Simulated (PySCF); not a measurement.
Al(Me)(OH)(SMe) (C2H7AlOS), SMILES [CH3][Al]([S]C)[OH].

Coordinates come from a TPSSh-D3(BJ)/def2-SVP optimisation. Other conformers were not sampled.

Level of theory: PySCF with C-PCM-B3LYP/def2-SVP.

The values are the electrostatic part of the solvation free energy, E(continuum) − E(gas) at the gas-phase geometry, in a cavity of scaled van der Waals radii (PySCF's table); cavitation and dispersion terms are not included. A continuum can't describe solvent molecules that bind to the metal. In vacuum the orbital gap is 6.31 eV. The dipole moment in vacuum is 2.22 D.

| solvent | ε | ΔG(elec) (kcal/mol) | dipole (D) | gap (eV) |
|---|---|---|---|---|
| water | 78.36 | [?] | [?] | [?] |
| toluene | 2.37 | -3.5 | 2.57 | 6.55 |
| chlorobenzene | 5.70 | -5.1 | 2.76 | 6.66 |

Problem. Some entries are withheld; supply them. (Estimate from the structure and the level; the computed values follow.)

Solution. 
- water, ΔG(elec) (kcal/mol): -6.3
- water, dipole (D): 2.89
- water, gap (eV): 6.74
